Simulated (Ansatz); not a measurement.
A made-up structure of H2TeSe, closed shell:

```xyz
4
angstrom
Se 0.5885 1.2350 0.0035
Te 0.4479 -1.2424 0.3747
H -1.0318 -1.2164 1.1907
H -0.1236 1.2279 -1.3280
```

It is relaxed with PBE-D4/def2-SVP and then PBE0-D4/def2-TZVP (Ansatz 0.2.0). Atoms count as bonded within 1.22 times the sum of their covalent radii (H–H: 0.88 Å). The end point is not checked to be a true minimum.

Question: Does its bonding change? (A judgement: the text doesn't fix the answer.)

Answer: By the calculation: No: no bond forms or breaks.

Where it ends: The first stage lowers the energy by 0.01 eV in 4 steps. It ends as H₂TeSe ([SeH][TeH]):
```xyz
4
angstrom
Se 0.5762 1.2308 -0.0099
Te 0.4396 -1.2442 0.3793
H -1.0184 -1.2073 1.1797
H -0.1164 1.2248 -1.3084
```

Labels in which every atom is bracketed show which atoms are joined, not bond orders.

For scale, one of the runs: PBE0-D4/def2-TZVP relaxation, 110 basis functions, launched by `ansatz run in.yaml --threads 2 --pin off --events-out ev --progress --plain --max-ram 4352MiB`. The run took about 16 s on 2 CPU threads of an Arm Neoverse V1 (shared host).
